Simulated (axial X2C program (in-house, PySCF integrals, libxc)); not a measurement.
## Bond lengths and stretching modes, held linear, of FTiF

Computed with an axial X2C code built on PySCF integrals: two-component X2C with atomic mean-field Coulomb and Gaunt terms, Gaussian nuclei, basis F dyall-av3z, Ti dyall-v3z with contracted cores. Spin-free rows use the one-electron spin-free X2C Hamiltonian.

Masses F 18.998, Ti 47.948, F 18.998 u. States: 2c Ω = 1 (beyond evenly filled blocks: ω = -1/2, ω = 3/2); spin-free M_S = 1, Λ = 2 (beyond evenly filled blocks: σα, δ+α).

HF, spin-free: energies above the lowest point

```csv
r(F–Ti) (Å),r(Ti–F) (Å),E (meV)
1.7901,1.7901,50.76
1.7901,1.8360,24.28
1.7901,1.8819,45.48
1.8360,1.7901,24.28
1.8360,1.8360,0.00
1.8360,1.8819,22.74
1.8360,1.9278,82.60
1.8819,1.7901,45.48
1.8819,1.8360,22.74
1.8819,1.8819,46.40
1.9278,1.8360,82.60
1.9278,1.9278,167.14
```

Fit a quadratic surface with cubic terms in each bond: where is the minimum, and what are the two stretching wavenumbers?

At HF, spin-free: bonds 1.835 and 1.835 Å; harmonic stretches 569.7 and 746.8 cm⁻¹; force constants 3.56, 3.56 and coupling 0.07 mdyn/Å.

The other levels and Hamiltonians give:

```csv
Hamiltonian,level,r(F–Ti) (Å),r(Ti–F) (Å),lower stretch (cm⁻¹),upper stretch (cm⁻¹)
2c,PBE0,1.807,1.807,590.9,741.5
2c,HF,1.836,1.836,569.4,746.6
2c,B3LYP,1.818,1.818,586.9,734.5
2c,MP2,1.810,1.810,592.7,739.3
spin-free,PBE0,1.807,1.807,591.0,741.6
spin-free,B3LYP,1.818,1.818,587.0,734.6
spin-free,MP2,1.810,1.810,592.8,739.4
```

Each state is one determinant, the lowest of a limited PBE0 search; the stretches come from a fit to these few points and carry an uncertainty of a few per cent. Other orders of the atoms were not compared. MP2 freezes inner shells (threshold -2 hartree). The molecule was held linear; bending was not examined, so a bent shape may lie lower. Open-shell Ω = 0 determinants with evenly filled partner blocks cannot be reached by this program, so the Ω shown need not be the lowest component. Note: functional without a current term on a determinant with orbital currents, of the molecule or an atom. Note: several unpaired electrons, one determinant need not be a pure state.
